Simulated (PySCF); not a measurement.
In(Cl)2(OH) (Cl2HInO), SMILES [Cl][In]([Cl])[OH].

The structure is a stationary point at PBE0-D3(BJ)/def2-SVP. The def2 effective core potentials stand for the cores of In; spin–orbit coupling is left out. Other conformers were not sampled.

Computed with IEF-PCM-PBE0/def2-SVP in PySCF 2.14.0.

The values are the electrostatic part of the solvation free energy, E(continuum) − E(gas) at the gas-phase geometry, in a cavity of scaled van der Waals radii (PySCF's table); cavitation and dispersion terms are not included. A continuum can't describe solvent molecules that bind to the metal. In vacuum the orbital gap is 6.43 eV. The dipole moment in vacuum is 1.64 D.

```csv
solvent,ε,ΔG(elec) (kcal/mol),dipole (D),gap (eV)
water,78.36,-9.8,2.12,6.52
ethylethanoate,5.99,-7.5,2.00,6.50
dichloromethane,8.93,-8.2,2.04,6.51
```
